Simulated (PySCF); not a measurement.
## Low-lying terms of He (helium, neutral)

Ground state 1s2, ¹S. Computed with PySCF 2.14 in aug-cc-pVQZ, with no relativity, point nucleus. Vertical excitation energies in eV without spin-orbit coupling; excited terms of each kind are numbered among those the solver found. Frozen: nothing.

```json
{"term": "1 3S", "leading excitation": "1s → s", "EOM-EE-CCSD": "19.873", "measured centre of gravity (NIST)": "19.820 (1s2s)"}
{"term": "1 1S", "leading excitation": "1s → s", "EOM-EE-CCSD": "20.866", "measured centre of gravity (NIST)": "22.920 (1s3s)"}
{"term": "1 3P°", "leading excitation": "1s → p", "EOM-EE-CCSD": "23.092", "measured centre of gravity (NIST)": "20.964 (1s2p)"}
{"term": "1 1P°", "leading excitation": "1s → p", "EOM-EE-CCSD": "24.041", "measured centre of gravity (NIST)": "21.218 (1s2p)"}
```

Only the lower part of the computed list is shown. Doubly excited terms such as np² are absent. The solver can miss terms. Rydberg members are limited by the diffuse functions of the basis.
